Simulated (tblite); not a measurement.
Compound: C₅H₆GaN.
Numbering: `[CH:1]#[C:2][C:3]#[C:4][CH2:5][NH:6][GaH2:7]` (hydrogens: H8 on C1; H9, H10 on C5; H11 on N6; H12, H13 on Ga7)

Computed with GFN2-xTB (tblite), gas phase: L-BFGS steps from a force-field or distance-geometry start until the largest atomic force falls under 0.01 eV/Å.

Step 2: E = -481.9237 eV
```
atom  x, y, z in Å  |  force x, y, z in eV/Å
C1      3.9246    1.1034    2.0291   -2.073  -0.432  -1.357
C2      2.9128    0.8823    1.3628    2.097   0.430   1.410
C3      1.7873    0.6388    0.6423    0.109   0.042   0.089
C4      0.7807    0.4635   -0.0016   -0.810   0.061  -0.656
C5     -0.4548    0.2176   -0.7554    0.368  -0.281   0.484
N6     -1.3013   -0.7878   -0.0453   -0.798   0.529  -1.026
Ga7    -2.9159   -1.1868   -0.8643   -0.004   0.112   0.806
H8      4.7842    1.3137    2.5996   -0.163  -0.060  -0.126
H9     -1.0443    1.1430   -0.8763    0.190  -0.043   0.112
H10    -0.2296   -0.1591   -1.7708    0.313   0.169   0.114
H11    -0.7712   -1.2897    0.6218    0.583  -0.651   0.568
H12    -3.6814    0.1513   -1.0276   -0.057   0.135  -0.318
H13    -3.7955   -2.4898   -0.8106    0.243  -0.012  -0.101
```

Step 3: E = -481.9943 eV
```
atom  x, y, z in Å  |  force x, y, z in eV/Å
C1      3.9038    1.1000    2.0156    0.735   0.185   0.491
C2      2.9181    0.8824    1.3676   -0.462  -0.114  -0.282
C3      1.7916    0.6412    0.6459   -0.223  -0.026  -0.125
C4      0.7848    0.4709   -0.0030   -0.290   0.084  -0.262
C5     -0.4383    0.2189   -0.7472   -0.172  -0.281   0.131
N6     -1.3063   -0.7821   -0.0542   -0.148  -0.104  -0.190
Ga7    -2.9391   -1.1985   -0.8468    0.343   0.573   0.760
H8      4.7687    1.3093    2.5888   -0.300  -0.096  -0.216
H9     -1.0376    1.1377   -0.8735    0.225   0.009   0.119
H10    -0.2220   -0.1529   -1.7667    0.358   0.142   0.123
H11    -0.7624   -1.3019    0.6291   -0.063  -0.104  -0.190
H12    -3.6835    0.1579   -1.0376   -0.042   0.025  -0.287
H13    -3.7821   -2.4824   -0.8142    0.038  -0.292  -0.072
```

Question: Estimate the geometry and energy of step 4. (The exact step hangs on the optimiser's Hessian estimate; all steps are aligned on step 3, rigid shifts and turns removed.)

Answer: E = -482.0190 eV, largest force 0.780 eV/Å
```
atom  x, y, z in Å  |  force x, y, z in eV/Å
C1      3.9074    1.1011    2.0181    0.107   0.040   0.077
C2      2.9183    0.8822    1.3680   -0.239  -0.056  -0.140
C3      1.7895    0.6409    0.6447   -0.530  -0.075  -0.320
C4      0.7785    0.4717   -0.0081    0.352   0.166   0.187
C5     -0.4403    0.2149   -0.7451   -0.239  -0.171  -0.020
N6     -1.3085   -0.7833   -0.0572    0.002  -0.155  -0.043
Ga7    -2.9343   -1.1905   -0.8363    0.116   0.392   0.664
H8      4.7656    1.3082    2.5865   -0.047  -0.035  -0.047
H9     -1.0345    1.1379   -0.8719    0.190  -0.009   0.104
H10    -0.2171   -0.1510   -1.7650    0.317   0.113   0.097
H11    -0.7631   -1.3035    0.6267   -0.100  -0.082  -0.214
H12    -3.6841    0.1583   -1.0416   -0.045   0.044  -0.279
H13    -3.7816   -2.4865   -0.8152    0.114  -0.174  -0.066
```

The energy changes by -0.0247 eV. The first-order estimate −F·Δx gives -0.0325 eV and the mean of the old and new forces, exact on a quadratic surface, -0.0247 eV. The step makes an angle of 28° with the force vector and moves no atom by more than 0.014 Å.

The cost below is that of the whole relaxation. The run took 0.92 s wall on one thread of an Arm Neoverse N1, shared host.
